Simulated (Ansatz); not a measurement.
Process, species as SMILES: [N]=B (BH-N) → B=[N-] (an electron is taken up)
B3LYP-D3(BJ)/def2-TZVP geometries, fixed; electronic energies without zero-point terms; positive where energy is released.
Largest species:
```
B
N 1 1.3055
H 1 1.1689 2 180.00
```
Charge 0, spin multiplicity 2.

Basis-set convergence of the adiabatic electron affinity at wB97M-V with Ansatz (a quantum-chemistry and plane-wave program). All functions are spherical. The program fits the integrals of some runs and decomposes those of others, by size. Open shells are unrestricted. The functional holds VV10 correlation; no added dispersion term, no relativity. Functions are those of the species that has most. Reference: the value in aug-pcseg-3, 2.837 eV, itself unsure by roughly 0.007 eV (its mean distance from aug-cc-pVQZ, def2-QZVPPD). Deviations are taken from unrounded values.

```csv
basis,functions
pcseg-0,20
cc-pVDZ,33
pcseg-1,33
aug-cc-pVDZ,55
cc-pVTZ,74
pcseg-2,74
jun-cc-pV(T+d)Z,92
aug-cc-pVTZ,115
cc-pVQZ,140
pcseg-3,153
aug-cc-pVQZ,206
cc-pV5Z,237
pcseg-4,263
```

Which is the smallest set listed that can be trusted to 0.05 eV here, that is, within that of the reference together with its larger relatives (same family, alike in diffuse functions; a set with none to test it counts only in the reference's own line)?

The smallest set listed that lies within 0.05 eV of the reference with all its larger relatives (same family, alike in diffuse functions; a set with none counts only in the reference's own line) is aug-cc-pVDZ (55 functions, -0.006 eV off). Inside, with no larger relative to test it: cc-pV5Z. Value minus reference: pcseg-0 -0.271, cc-pVDZ -0.430, pcseg-1 -0.187, aug-cc-pVDZ -0.006, cc-pVTZ -0.154, pcseg-2 -0.023, jun-cc-pV(T+d)Z -0.004, aug-cc-pVTZ -0.005, cc-pVQZ -0.064, pcseg-3 -0.003, aug-cc-pVQZ -0.002, cc-pV5Z -0.020, pcseg-4 -0.001 eV.
